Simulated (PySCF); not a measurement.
C2H10O2Si2, SMILES CO[Si@@](C)(O)[SiH3].

The structure is a stationary point at TPSSh-D3(BJ)/def2-SVP. The structure was generated by enumeration; whether it is a known compound was not checked. Other conformers were not sampled.

Level of theory: SMD-B3LYP/def2-SVP run with PySCF.

Solvation free energies are E(SMD) − E(gas) at the gas-phase geometry, for 1 M in both phases. In vacuum the dipole moment is 2.31 D.

Computed solvation free energies in water, acetonitrile, ethylethanoate:
| solvent | ΔG(solv) (kcal/mol) | its non-electrostatic (CDS) part | dipole (D) |
|---|---|---|---|
| water | -2.8 | 5.2 | 3.14 |
| acetonitrile | -4.2 | 0.4 | 2.98 |
| ethylethanoate | -3.8 | -0.7 | 2.80 |
